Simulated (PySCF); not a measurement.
PdI₂: from structure and modes to constants

All numbers come from B3LYP in PySCF with Pd def2-SVP with ECP28, I def2-SVP with ECP28; scalar-relativistic core potentials, no spin–orbit coupling; density-fitted integrals.

The singlet minimum has C2v symmetry. Masses (u): Pd 105.90348, I 126.90447.

```xyz
3
charge 0 multiplicity 1, angstrom
Pd    0.0000    0.0000   -1.2215
I     1.8350    0.0000    0.5129
I    -1.8350    0.0000    0.5129
```

Harmonic wavenumbers (cm⁻¹): 61.0 (a1, ×1), 218.4 (a1, ×1), 218.9 (b2, ×1).

(1) Find the principal moments of inertia and the rotational constants. What kind of rotor is it?

(2) What is the harmonic zero-point energy?

(3) Find the vibrational entropy and heat capacity at 298.15 K.

(4) Give the standard entropy (298.15 K, 1 bar) by its translational, rotational, vibrational and spin parts, and Cp.

Results:

(1) About the centre of mass I = 224.77, 854.65, 1079.4 u Å². With B = 16.8576/I this gives 0.075, 0.01972, 0.01562 cm⁻¹. The molecule is an asymmetric top with κ = -0.86.

(2) Half the sum of all 3 wavenumbers, 498/2 = 249 cm⁻¹, which is 3.0 kJ/mol (1 cm⁻¹ = 0.0119627 kJ/mol).

(3) With u = 1.43878 ω/T, each mode gives S = R[u/(eᵘ−1) − ln(1−e⁻ᵘ)] and C = R u² eᵘ/(eᵘ−1)².
```
ω (cm⁻¹)      u  S (J/(mol K))  C (J/(mol K))
    61.0  0.294          18.52           8.25
   218.4  1.054           8.25           7.59
   218.9  1.056           8.23           7.58
```
The sums over all modes are S = 35.0 and C = 23.4 J/(mol K); the softest mode gives 53 % of the entropy.

(4) Sackur–Tetrode with M = 359.71 u gives 182.3; rotation with symmetry number 2 gives 122.4; vibration 35.0; spin R ln 1 = 0.0. The total is 339.6 J/(mol K), and Cp = 4 R + 23.4 = 56.7 J/(mol K).

Other isomers or separated fragments may lie lower.
